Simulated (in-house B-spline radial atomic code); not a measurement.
A fraction x of an electron is removed from 5s in Rh, starting from [Kr] 4d8 5s1 and keeping the highest spin. Level of theory: scalar-relativistic (X2C) OLYP, spin-polarised, spherical fractional occupations, Fermi nucleus of rms radius 4.4945 fm; calculated with a radial B-spline atomic code at the basis-set limit.

```tsv
x	E(x) - E(0) (eV)	5s up level (eV)
0	0.0000	-4.388
0.1	0.4680	-4.975
0.18	0.8850	-5.450
0.37	2.0293	-6.601
0.47	2.7203	-7.220
0.5	2.9398	-7.408
0.55	3.3180	-7.724
0.72	4.7239	-8.823
0.81	5.5450	-9.426
0.89	6.3211	-9.978
1	7.4616	-
```

The exact functional would give a straight line between the two integer points. Deviations E(x) - E(0) - x[E(1) - E(0)], in eV: -0.278 at x = 0.1, -0.458 at x = 0.18, -0.731 at x = 0.37, -0.787 at x = 0.47, -0.791 at x = 0.5, -0.786 at x = 0.55, -0.648 at x = 0.72, -0.499 at x = 0.81, -0.32 at x = 0.89.

The curve lies below the straight line by up to 0.791 eV (at x = 0.5): convex, the delocalisation error that favours fractional charges.

Question: How well does Slater's transition state (minus the level at half occupation) give the ionisation energy?

Answer: It gives 7.408 eV against 7.462 eV from the two total energies; NIST lists 7.46 eV, ground level to ground level.
